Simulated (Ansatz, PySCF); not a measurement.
System: GeS, net charge 0, singlet state. 
Structure (B3LYP-D3(BJ)/def2-TZVP (Ansatz, an electronic-structure program) minimum search):
```xyz
2

Ge     0.0000     0.0000    -0.6762
S      0.0000     0.0000     1.3523
```

Total electronic energies in hartree. Correlated levels leave the core frozen unless marked. Spin-orbit coupling is left out. The frozen core is the preceding noble-gas configuration, with the filled d and f shells of earlier blocks. No relativistic terms. CBS marks a two-point X^-3 extrapolation of the correlation energy; Hartree-Fock from the larger set.

```csv
level,program,energy (Eh)
HF/def2-TZVPP,Ansatz,-2472.94229
M06-2X/def2-TZVPD,PySCF,-2475.22443
wB97M-V/def2-TZVPD,Ansatz,-2475.10815
B2PLYP/def2-TZVPD,Ansatz,-2474.70742
RI-MP2/def2-QZVPPD,Ansatz,-2473.27268
CCSD(T)/6-31G,Ansatz,-2472.66227
CCSD(T)/def2-SVP,Ansatz,-2472.77227
CCSD(T)/def2-TZVPP,Ansatz,-2473.23483
"CCSD(T)/CBS(def2-TZVPPD,def2-QZVPPD)",Ansatz,-2473.3212
```

Totals of different functionals don't rank their quality; only differences between species are comparable.
